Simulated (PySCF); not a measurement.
# K¹²⁺: ionisation energy

K¹²⁺ [He] 2s2 2p3 [2p1/2^2 2p3/2^1, M_J = 3/2] → K¹³⁺ [He] 2s2 2p2 [2p1/2^2, M_J = 0], as a difference of total energies. Calculation: PySCF 2.14, in an even-tempered Gaussian basis (18 s from 2 bohr⁻², ratio 2.4; 11 p from 2.6 bohr⁻², ratio 2.4; 5 d from 11 bohr⁻², ratio 2.6; 5 f from 17 bohr⁻², ratio 2.6); the two-component X2C-1e Hamiltonian. Correlated levels: nothing frozen; the 30 highest virtual spinors dropped. "Screened" scales the spin-orbit matrix elements by Boettger's factors to mimic the two-electron term; Breit and QED terms are absent.

```csv
method,ionisation energy (eV)
GHF (spin-free),717.27
GMP2 (spin-free),717.57
GHF (screened spin-orbit),715.91
GMP2 (screened spin-orbit),716.17
```

How much does correlation contribute at GMP2 (screened spin-orbit)?

716.17 − (715.91) = 0.26 eV, measured against GHF (screened spin-orbit).

The labels give the starting determinants; with spin-orbit coupling the two ends relaxed to ⟨J²⟩ = 3.75, ⟨L²⟩ = 0.02, ⟨S²⟩ = 3.72 and ⟨J²⟩ = 1.52, ⟨L²⟩ = 1.97, ⟨S²⟩ = 1.96.

The determinant of K¹³⁺ mixes levels of different J (the jj label is only the starting occupation), so the difference between spin-free and spin-orbit rows is not the physical spin-orbit shift.

For comparison: 714.7 ± 0.5 eV (semi-empirical (NIST evaluation); NIST Atomic Spectra Database, ionization energies).
